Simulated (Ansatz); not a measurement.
Cost and result for the atomization energy of C2H5AlGe (`C#[C][AlH][GeH3]`) (9 atoms, 8 bonds).

```xyz
9

C    -2.9373   -0.1201    0.2141
C    -1.7760   -0.0700    0.5551
Al    0.0642    0.0078    1.0426
Ge    1.7498    0.0892   -0.7617
H    -3.9612   -0.1642   -0.0820
H     0.4358   -0.0054    2.5807
H     1.2666    0.8890   -1.9857
H     3.0838    0.7077   -0.3011
H     2.0744   -1.3340   -1.2620
```

Charge 0, multiplicity 1. Correlated methods include outer-core shells of Ge, which these sets cover unevenly. Scalar relativity is left out up to krypton. Geometry: relaxed with PBE0-D4/def2-TZVP. Program: Ansatz. All runs use 2 threads of an Arm Neoverse V1 on a shared host. Times are those of one run each, without the atoms' runs, and a repeat can differ threefold. Electronic energies, without spin–orbit coupling; frozen cores. CCSD(T)/CBS adds CCSD(T) − MP2 in def2-TZVPP to the MP2 limit, and its time is that of the two runs behind it. T1 = 0.013. With those shells the extrapolation isn't a true limit. HSE06 is the plane-wave form, built on full-range PBE exchange.

CCSD(T)/CBS is a level of theory with its own doubt, some kJ/mol a heavy atom from the limit and from the frozen cores, so smaller differences don't rank the functionals.

| level | functions | wall time |
| --- | --- | --- |
| revPBE-D4/def2-TZVPP | 222 | 2.9 s |
| PBE0-D4/def2-TZVPP | 222 | 4.5 s |
| BHLYP-D4/def2-TZVPP | 222 | 4.9 s |
| HSE06-D4/def2-TZVPP | 222 | 5.5 s |
| CAM-B3LYP-D4/def2-TZVPP | 222 | 5.5 s |
| CCSD(T)/def2-SVP | 103 | 7 s |
| r2SCAN-D4/def2-TZVPP (with forces) | 222 | 7.5 s |
| r2SCANh-D4/def2-TZVPP | 222 | 8 s |
| PBE-QIDH/def2-TZVPP | 222 | 8.5 s |
| ωB97M-V/def2-TZVPP (with forces) | 222 | 18 s |
| MP2/def2-QZVPP | 423 | 32 s |
| CCSD(T)/def2-TZVPP | 222 | 2.4 min |
| CCSD(T)/CBS(def2) | – | 3 min |

**Question.** What atomization energy does each give, and how far from CCSD(T)/CBS? (An estimate is asked.)

**Answer.** Ansatz gave: 
```tsv
level	atomization (kcal/mol)	difference from CCSD(T)/CBS	per bond
revPBE-D4/def2-TZVPP	699.1	-12.8	-1.6
PBE0-D4/def2-TZVPP	705.7	-6.2	-0.8
BHLYP-D4/def2-TZVPP	690.5	-21.4	-2.7
HSE06-D4/def2-TZVPP	705.9	-6.0	-0.7
CAM-B3LYP-D4/def2-TZVPP	708.9	-3.0	-0.4
CCSD(T)/def2-SVP	674.0	-37.9	-4.7
r2SCAN-D4/def2-TZVPP (with forces)	712.1	0.2	0.0
r2SCANh-D4/def2-TZVPP	707.6	-4.3	-0.5
PBE-QIDH/def2-TZVPP	704.9	-7.0	-0.9
ωB97M-V/def2-TZVPP (with forces)	707.5	-4.4	-0.6
MP2/def2-QZVPP	712.0	0.1	0.0
CCSD(T)/def2-TZVPP	696.0	-15.9	-2.0
CCSD(T)/CBS(def2)	711.9	0.0	0.0
```

From BLYP to BHLYP (50 % exact exchange), in def2-TZVPP and without D4, the atomization energy moves by −10.4 kcal/mol: exact exchange takes away binding that semilocal exchange gives to molecules. The D4 term adds +6.3 kcal/mol with B3LYP and +3.3 kcal/mol with PBE0; it sums over pairs of atoms, weighted by their polarisabilities, and B3LYP, whose exchange is more repulsive, gets the larger term. Leaving LDA and LC-ωPBE aside and taking each functional with its dispersion term where it has one, the values, not all of them listed here, spread over 28.6 kcal/mol, from BHLYP-D4 to B97M-V. LDA lies +87.4 kcal/mol from PBE without D4, its usual overbinding.

B3LYP here is the variant with VWN-RPA as its local correlation; programs differ in this.
